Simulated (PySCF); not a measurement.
## CI⁺: energy against distance

Set-up: basis C aug-cc-pVDZ, I aug-cc-pVDZ-PP with ECP28; scalar-relativistic core potentials; PySCF 2.14. Energies in eV from C + I⁺ in their ground configurations at the same level. State: ¹Σ⁺ (singlet), closed shell.

All columns are PBE0. A positive dipole points towards I; it is taken about the centre of mass and depends on that origin.

```tsv
R (Å)	E (eV)	μ (D)	Mulliken charge on C (basis-dependent)	HOMO (eV)	LUMO (eV)	Mayer bond order	⟨S²⟩
1.651	-3.319	1.47	-0.55	-15.62	-10.17	2.06	0.00
1.728	-4.199	1.02	-0.49	-15.89	-10.35	2.01	0.00
1.805	-4.679	0.56	-0.43	-16.12	-10.54	1.99	0.00
1.862	-4.847	0.21	-0.37	-16.27	-10.68	1.99	0.00
1.920	-4.890	-0.14	-0.31	-16.39	-10.82	2.01	0.00
1.978	-4.840	-0.49	-0.25	-16.49	-10.95	2.03	0.00
2.054	-4.663	-0.95	-0.17	-16.25	-11.12	2.06	0.00
2.150	-4.325	-1.50	-0.07	-15.94	-11.32	2.09	0.00
2.266	-3.817	-2.15	0.05	-15.62	-11.54	2.13	0.00
2.419	-3.069	-2.96	0.18	-15.24	-11.78	2.14	0.00
```

A fit through these points gives, at Re = 1.915 Å, μ = -0.11 D and dμ/dR = -6.08 D/Å; the reduced mass is 10.96 u.

Task: How strong is the fundamental in the double-harmonic approximation, I = 42.26·(dμ/dR)²/μred km/mol?

Result: I = 42.26·(-6.08)²/10.96 = 143 km/mol at PBE0.

These are scalar-relativistic numbers at best; spin–orbit coupling would shift them, the dissociation energy most. For an ion De counts to the pair picked by the measured ionisation energies or electron affinities, which need not be the lowest pair at this level.
